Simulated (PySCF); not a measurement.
Molfile (atoms numbered from 1):
```
ClFH6OSi3
     RDKit          3D

 12 11  0  0  0  0  0  0  0  0999 V2000
   -0.4191    0.5975    2.1697 F   0  0  0  0  0  0  0  0  0  0  0  0
   -0.3765    0.5776    0.5518 Si  0  0  1  0  0  4  0  0  0  0  0  0
   -2.4631    0.0748   -0.3394 Si  0  0  0  0  0  4  0  0  0  0  0  0
    0.2118    2.4666   -0.0308 Cl  0  0  0  0  0  0  0  0  0  0  0  0
    0.7528   -0.5043    0.0812 O   0  0  0  0  0  0  0  0  0  0  0  0
    2.3949   -0.7282   -0.1546 Si  0  0  0  0  0  4  0  0  0  0  0  0
   -2.8968   -1.2861    0.0928 H   0  0  0  0  0  0  0  0  0  0  0  0
   -3.4526    1.0942    0.1168 H   0  0  0  0  0  0  0  0  0  0  0  0
   -2.3453    0.1214   -1.8270 H   0  0  0  0  0  0  0  0  0  0  0  0
    2.8972    0.2696   -1.1413 H   0  0  0  0  0  0  0  0  0  0  0  0
    3.1166   -0.5667    1.1397 H   0  0  0  0  0  0  0  0  0  0  0  0
    2.5814   -2.1077   -0.6789 H   0  0  0  0  0  0  0  0  0  0  0  0
  2  1  1  1
  2  3  1  0
  2  4  1  0
  2  5  1  0
  5  6  1  0
  3  7  1  0
  3  8  1  0
  3  9  1  0
  6 10  1  0
  6 11  1  0
  6 12  1  0
M  END
```

Geometry: PBE0-D3(BJ)/def2-SVP; GIAO shifts from PySCF, gas phase, non-relativistic, averaged over equivalent atoms.

At PBE0/6-31G (82 basis functions, 6.3 s wall time on 1 thread of an x86-64 server CPU, shared host):
```tsv
atoms	δ (ppm)
F1	-135.3
Si2	49.4
Si6	-3.5
Si3	-78.6
Cl4	82.5
O5	35.0
H10/H11/H12	5.35
H7/H8/H9	3.35
```

δ = σ(ref) − σ, references computed at the same level: ¹⁹F (σ = 177.36 ppm) vs CFCl3; ²⁹Si (σ = 444.75 ppm) and ¹H (σ = 32.61 ppm) vs TMS; HCl for ³⁵Cl (σ = 931.27 ppm); ¹⁷O (σ = 318.49 ppm) vs H2O.

Q: What do these become at WP04/pcSseg-1?

A: 
| atoms | δ at WP04/pcSseg-1 | change |
| --- | --- | --- |
| F1 | -121.9 | +13.4 |
| Si2 | -25.4 | -74.8 |
| Si6 | -43.6 | -40.1 |
| Si3 | -89.4 | -10.8 |
| Cl4 | 73.5 | -9.0 |
| O5 | 60.4 | +25.4 |
| H10/H11/H12 | 4.29 | -1.06 |
| H7/H8/H9 | 3.01 | -0.34 |

Scale: ¹⁹F (σ = 176.96 ppm) vs CFCl3; TMS for ²⁹Si (σ = 338.69 ppm) and ¹H (σ = 31.56 ppm); ³⁵Cl (σ = 900.97 ppm) vs HCl; H2O for ¹⁷O (σ = 317.54 ppm) (reference shieldings calculated alike).

The largest change is at Si2 (silicon bonded to Cl, F, O, Si). Cost: 160 basis functions, 15 s wall time on 1 thread of an Arm Neoverse V1, shared host.

Unscaled 19F shifts against computed CFCl3 carry errors that often reach 10 to 50 ppm. Experimental scales use liquid or dissolved standards, which lie at an offset from isolated H2O (liquid H2O: subtract about 36 ppm).
